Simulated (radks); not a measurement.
Values are calculated unless marked as measured or tabulated.
Numerical settings for the tellurium ion Te+, [Kr] 4d10 5s2 5p3. Level of theory: Dirac Kohn-Sham, LDA (Slater exchange, Perdew-Wang correlation), spin-unpolarised, spherical densities, finite nucleus; open shells fill j = l - 1/2 first; Fermi nuclear charge, rms radius 4.7423 fm (a radial shooting solver on a logarithmic mesh with Libxc functionals). The defaults (mesh step 0.008 in ln r, mesh end at 40 bohr or more with all orbitals vanishing there, Anderson mixing 0.5 over 9 steps, residual threshold near 1e-9 with the energy settled to 1e-9 hartree or 1e-11 of itself, here a cap of 95 iterations) give E = -6790.6278 hartree and 5p3/2 at -13.451 eV in 14 iterations. Run on one thread of a shared host, so times are rough (Arm Neoverse N1): 0.16 s of CPU time, 0.16 s wall, 14 iterations on 2314 mesh points. Changes against that run (0 stands for a change within the tolerance of the run):

setting,iterations,converged,E (mhartree),e(5p3/2) (meV),CPU (s)
mesh step in ln r 0.12,4,no,diverged,-,0.02
mesh step in ln r 0.05,14,yes,+0.0415,-0.0055,0.04
mesh step in ln r 0.2,4,no,diverged,-,0.02
mesh end (bohr) 8,14,yes,+0.319,+17.6,0.15
mesh end (bohr) 20,14,yes,0,0,0.16
residual threshold 1e-05,10,yes,0,-0.0705,0.13
residual threshold 1e-13,24,yes,0,0,0.22
mixing 0.01,22,yes,0,0,0.23
"linear mixing, mixing 1",95,no,+3.45e+04,-1.81e+05,2.3
"linear mixing, mixing 0.8",47,yes,0,0,0.42
mixing history 20,19,yes,0,0,0.2
iteration cap 8,8,no,0,+1.09,0.09

No run marked as converged misses the energy by more than 1 mhartree. A mesh that ends early acts as a hard wall.
